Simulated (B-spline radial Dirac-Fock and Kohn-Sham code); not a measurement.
Core-hole lifetimes of Kr⁷⁺

System: Kr⁷⁺, 1s2 2s2 2p6 3s2 3p6 3d10 4s1.

Method: a relativistic independent-particle model: LDA orbitals of the hole state, radiative multipoles to third order, Auger rates from the Coulomb interaction with a continuum orbital, Dirac-Fock energies. Computed with a radial finite-basis atomic code.

Partial widths are in eV. Coster-Kronig decay leaves a hole in the same principal shell; its rates are the weakest part of the model, often 1.5 to 2.5 times too large and more for N holes. Holes without an open Auger channel, or with an unreliable SCF state, are not listed.

```csv
hole,radiative,Auger,Coster-Kronig,total,fluorescence yield,lifetime (fs)
K (1s),1.71,0.925,0,2.63,0.648,0.250
L1 (2s),0.0165,0.746,0.171,0.934,0.0177,0.705
L2 (2p1/2),0.0265,1.08,0,1.11,0.0239,0.594
L3 (2p3/2),0.0259,1.15,0,1.17,0.0221,0.562
```
